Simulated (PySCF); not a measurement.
**Working out the ionisation energy of Cl⁺**

Cl⁺ [Ne] 3s2 3p4 (3P) → Cl²⁺ [Ne] 3s2 3p3 (4S). Computed with PySCF 2.14 in aug-cc-pV(T+d)Z, with no relativity, point nucleus. Frozen: [Ne]. Energies in hartree (1 hartree = 27.21139 eV):

```
            part  Cl⁺ (lower)  Cl²⁺ (upper)
             UHF  -459.053383   -458.223120
CCSD correlation    -0.150341     -0.117574
             (T)    -0.004572     -0.003396
```

Task: What does Hartree-Fock give?

Result: (-458.223120) − (-459.053383) = 0.830263 hartree = 22.593 eV.

Task: What do CCSD and CCSD(T) give?

Result: The CCSD correlation energies differ by 0.032767 hartree = 0.892 eV and the triples by 0.001176 hartree = 0.032 eV, so CCSD gives 23.485 eV and CCSD(T) 23.517 eV.

Measured between the centres of the two terms (NIST): 23.771 eV, so CCSD(T) (valence) is off by -0.254 eV.

What remains against the reference includes basis incompleteness, the frozen core and higher excitations.
